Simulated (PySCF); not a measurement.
C₂H₁₄Si₄, SMILES [SiH3]C[SiH2][SiH2]C[SiH3].

Geometry optimised at PBE0-D3(BJ)/def2-SVP. This is a generated structure with no PubChem entry under its InChIKey; it may be hypothetical. The values are those of a single conformer.

Two levels are set side by side: PBE/def2-TZVP (PySCF) and B3LYP/def2-TZVP (PySCF). Same geometry, gas phase. Differences are taken from unrounded values.

```csv
quantity,PBE
orbital gap (eV),5.48
highest occupied level (eV),-6.61
lowest empty level (eV),-1.13
dipole moment (D),1.33
```

Question: These are the PBE values. What does B3LYP give? (An estimate is asked for; the answer gives what the named calculation found.)

Answer: 
```
quantity                     B3LYP  PBE minus B3LYP
---------------------------  -----  ---------------
orbital gap (eV)              7.02            -1.54
highest occupied level (eV)  -7.52             0.91
lowest empty level (eV)      -0.50            -0.63
dipole moment (D)             1.30             0.03
```

Without exact exchange PBE keeps part of each electron's self-repulsion, which lifts occupied levels and narrows the gap. Differences between two approximate levels are no errors against the true value.

Rough cost on one machine, each run with all the roots and properties that it gave: B3LYP against PBE within a factor of 2.
